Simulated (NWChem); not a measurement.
Species: H4BO3 cation; SMILES [OH2+]B(O)O

```xyz
8

O      1.3958     0.0257     0.0350
B      0.0865     0.1730    -0.0109
O     -0.6707     1.2465    -0.0240
O     -0.5340    -1.1984    -0.0549
H      1.9373     0.8234     0.1062
H     -1.6310     1.2787     0.0181
H      0.0729    -1.9630    -0.0882
H     -1.4468    -1.4156    -0.3089
```
Atoms are numbered in this order, from 1.

STO-3G and 3-21G are far too small for this property and stand as cheap habits. Structure relaxed at the PBE0/def2-SVP level.

Give the principal values of the shielding tensors (ppm) of O1, B2, O3, O4 from Hartree-Fock/STO-3G, GIAO (NWChem), with their diamagnetic and paramagnetic parts as GIAO splits them.


| atom | σ11 | σ22 | σ33 | isotropic | diamagnetic | paramagnetic |
|---|---|---|---|---|---|---|
| O1 | 286.9 | 346.7 | 427.6 | 353.7 | 377.6 | -23.8 |
| B2 | 95.9 | 120.2 | 161.5 | 125.9 | 201.6 | -75.8 |
| O3 | 295.7 | 342.2 | 437.1 | 358.3 | 378.6 | -20.3 |
| O4 | 350.8 | 395.7 | 415.2 | 387.2 | 374.4 | 12.8 |
